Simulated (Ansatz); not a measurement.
CrCl₂ was relaxed with PBE-D4 (def2-TZVP, def2-TZVPD) in Ansatz in these states: charge +1 quartet, charge -1 sextet, neutral quintet. The geometries follow in no particular order.

A:

```xyz
3

Cr    0.000    0.000    0.000
Cl    0.280   -1.480    1.567
Cl   -0.280    1.480   -1.567
```

B:

```xyz
3

Cr    0.000    0.000    0.000
Cl    0.392    0.467   -2.223
Cl   -0.392   -0.467    2.223
```

C:

```xyz
3

Cr   -0.619   -0.019   -0.021
Cl    0.296   -1.178    1.431
Cl    0.323    1.196   -1.410
```

Question: Judge from the bond lengths which geometry belongs to which state (an estimate).

Answer: A is the neutral quintet (Cr1–Cl2 2.173 Å, Cr1–Cl3 2.173 Å); B is the charge -1 sextet (Cr1–Cl2 2.305 Å, Cr1–Cl3 2.305 Å); C is the charge +1 quartet (Cr1–Cl2 2.072 Å, Cr1–Cl3 2.072 Å).

At PBE-D4/def2-TZVP the gap within one spin of the charge 0 quintet nearly closes, so an electron or hole may be smeared out by delocalisation error. At PBE-D4/def2-TZVPD the highest occupied level of the relaxed charge -1 sextet lies above zero (up to 0.63 eV). By energy differences its removal costs 2.58 eV (each at its own geometry, to the charge 0 quintet, at PBE-D4/def2-TZVPD); the vertical value is larger still, so the positive level points to self-interaction error. At PBE-D4/def2-TZVP the relaxed charge 1 quartet is spin-contaminated (final ⟨S²⟩ up to 3.88, 3.75 for a pure state).
